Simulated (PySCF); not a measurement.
# Bond length, frequency and bond energy of MgSb⁻ by level of theory

State: ³Π (triplet), unpaired electrons σ ↑, π ↑. Set-up: basis Mg def2-SVPD, Sb def2-SVPD with ECP28; scalar-relativistic core potentials; PySCF 2.14. De refers to Mg + Sb⁻ in their high-spin ground configurations, without counterpoise correction. The functionals are run spin-unrestricted. A positive dipole points towards Sb; it is taken about the centre of mass and depends on that origin.

```csv
Level,Re (Å),ωe (cm⁻¹),De (eV),μ (D)
PBE,2.720,251,n/a,3.81
PBEsol,2.695,261,n/a,3.70
r²SCAN,2.696,264,n/a,3.38
TPSSh,2.704,260,n/a,3.46
PBE0,2.701,257,n/a,3.36
HSE06,2.704,256,n/a,3.36
MN15,2.719,239,n/a,3.61
```

These are scalar-relativistic numbers at best; spin–orbit coupling would shift them, the dissociation energy most. The highest Kohn–Sham level is positive in this anion. Much of that is self-interaction error, but it also means that the finite basis helps to hold the extra electron. The state is the lowest determinant that a PBE0 search found; another state may lie lower at other levels.
